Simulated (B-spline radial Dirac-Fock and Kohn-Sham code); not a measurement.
## Auger decay of the 1s hole in Ar⁺

System: argon as Ar⁺, configuration 1s2 2s2 2p6 3s2 3p5.

Model: independent-particle rates on relativistic LDA orbitals of the hole state (multipoles up to L = 3, Coulomb Auger matrix elements, transition energies from Dirac-Fock). Program: a radial atomic solver. Kinetic energies are configuration averages from the vacuum level; the two-hole energies are estimated from single-hole states. In a light atom the jj labels are a bookkeeping device: LS coupling regroups the channels of one nl pair.

| transition | kinetic energy (eV) | width (meV) | share (%) |
| --- | --- | --- | --- |
| K-L1L1 | 2494.4 | 38.4 | 6.7 |
| K-L1L2 | 2575.3 | 43.4 | 7.6 |
| K-L1L3 | – | 83.0 | 14.5 |
| K-L2L3 | – | 200 | 34.9 |
| K-L3L3 | – | 113 | 19.8 |
| K-L1M1 | 2816.1 | 9.06 | 1.6 |
| K-L3M1 | – | 8.59 | 1.5 |
| K-L2M3 | 2911.9 | 15.6 | 2.7 |
| K-L3M3 | – | 17.8 | 3.1 |
| K-L3M2 | – | 15.5 | 2.7 |

A dash stands for an energy that rests on an unreliable hole state.

The listed channels hold 95 % of the non-radiative rate. Summed by principal shells, of 0.573 eV in all: KLL 84.8 %, KLM 14.6 %, KMM 0.6 %.

Values without a named source are computed, but for edge energies of neutral atoms, which are taken from tables.
